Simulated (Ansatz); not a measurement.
Relaxation of CH5BO2Si (10 atoms, charge 0, multiplicity 1), to a largest force component of 0.015 eV/Å in at most 40 steps.

Level of theory: RKS PBE-D4/def2-SVP in Ansatz.

```xyz
10
Properties=species:S:1:pos:R:3:forces:R:3
O -1.591 0.805 -0.950 -2.00 4.71 -0.22
C -1.134 -0.355 -0.455 1.02 -1.42 0.96
Si 0.706 -0.276 -0.383 0.66 -2.89 1.56
B 1.581 -0.119 1.462 -2.05 1.33 -5.73
O 1.201 1.003 0.578 1.72 0.77 4.44
H -1.609 1.522 -0.219 0.22 -1.49 -1.49
H -1.521 -0.561 0.560 -0.14 -0.59 0.28
H -1.380 -1.164 -1.139 -0.58 -0.77 -0.32
H 1.522 -0.185 -1.572 0.27 0.04 -1.20
H 2.310 -0.723 2.122 0.89 0.30 1.72
```

Question: Where does it end, and by what steps?

Answer: It converged. After 12 steps the energy has fallen by 1.705 eV; H6 moved furthest, 0.52 Å.

```json
{"step": "0", "energy less start (eV)": "0.0000", "largest force component (eV/Å)": "5.729", "accepted": "yes"}
{"step": "1", "energy less start (eV)": "-1.2621", "largest force component (eV/Å)": "2.671", "accepted": "yes"}
{"step": "2", "energy less start (eV)": "-1.6048", "largest force component (eV/Å)": "1.060", "accepted": "yes"}
{"step": "3", "energy less start (eV)": "-1.6696", "largest force component (eV/Å)": "0.392", "accepted": "yes"}
{"step": "4", "energy less start (eV)": "-1.6854", "largest force component (eV/Å)": "0.224", "accepted": "yes"}
{"step": "5", "energy less start (eV)": "-1.6894", "largest force component (eV/Å)": "0.494", "accepted": "yes"}
{"step": "6", "energy less start (eV)": "-1.6966", "largest force component (eV/Å)": "0.195", "accepted": "yes"}
{"step": "7", "energy less start (eV)": "-1.7004", "largest force component (eV/Å)": "0.091", "accepted": "yes"}
{"step": "8", "energy less start (eV)": "-1.7025", "largest force component (eV/Å)": "0.098", "accepted": "yes"}
{"step": "9", "energy less start (eV)": "-1.7039", "largest force component (eV/Å)": "0.069", "accepted": "yes"}
{"step": "10", "energy less start (eV)": "-1.7048", "largest force component (eV/Å)": "0.054", "accepted": "yes"}
{"step": "11", "energy less start (eV)": "-1.7050", "largest force component (eV/Å)": "0.034", "accepted": "yes"}
{"step": "12", "energy less start (eV)": "-1.7050", "largest force component (eV/Å)": "0.011", "accepted": "yes"}
```

```xyz
10
Properties=species:S:1:pos:R:3
O -1.549 0.920 -0.766
C -1.172 -0.421 -0.488
Si 0.737 -0.512 -0.391
B 1.644 -0.126 1.286
O 1.062 0.936 0.724
H -1.104 1.480 -0.098
H -1.619 -0.815 0.459
H -1.558 -1.059 -1.311
H 1.364 -0.179 -1.718
H 2.280 -0.275 2.306
```

Run time: 9.2 s on 2 threads of AMD EPYC 9B45 (Zen 5) (shared host), peak memory 0.17 GiB.
